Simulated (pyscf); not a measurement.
**O=Cr(=O)(F)–Cl (SMILES [O]=[Cr](=[O])([F])[Cl]), singlet**

Gas-phase minimum from PySCF at ωB97X-D3(BJ)/def2-SVP, one conformer. 

```
Cr
O 1 1.5181
O 1 1.5182 2 108.20
F 1 1.6869 2 110.26 3 -120.66
Cl 1 2.1171 2 108.33 3 117.29
```

Properties at ωB97X-D3(BJ)/def2-SVP:

| Item | Value |
|---|---|
| Harmonic wavenumbers, unscaled | 187, 241, 302, 305, 423, 515, 805, 1202, 1211 cm⁻¹ |
| Zero-point energy | 7.4 kcal/mol |
| Rotational symmetry number | 1 |
| Entropy of this conformer at 298 K and 1 atm, rigid rotor and harmonic oscillator, modes under 100 cm⁻¹ raised to 100 | 319.1 J/(mol K) |
| Dipole moment | 0.18 D |

Single-point totals, which compare only within one level:

| level | total energy (hartree) |
|---|---|
| ωB97X-D3(BJ)/def2-TZVP | -1755.13498 |
| PBE/def2-TZVP | -1754.59508 |
| r²SCAN/def2-TZVP | -1755.06198 |
| B3LYP-D3(BJ)/def2-TZVP | -1755.21740 |
| PBE0-D3(BJ)/def2-TZVP | -1754.54220 |
| M06-2X/def2-TZVP | -1754.91727 |
| ωB97M-D3(BJ)/def2-TZVP | -1755.26373 |
